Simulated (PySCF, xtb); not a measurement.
ethenoxy(methyl)silane (C₃H₈OSi), SMILES C=CO[SiH2]C.

GFN2-xTB in xtb at its own geometry gives an orbital gap of 5.09 eV and a dipole moment of 0.16 D.

The structure is a stationary point at B3LYP-D3(BJ)/def2-SVP. One conformer was computed; it need not be the lowest.

Task: What does PBE/def2-TZVP (PySCF) give? (The exact figures need the calculation; the answer reports its results.)

Result: gap 5.25 eV (levels -5.64 and -0.39 eV), dipole 0.97 D.
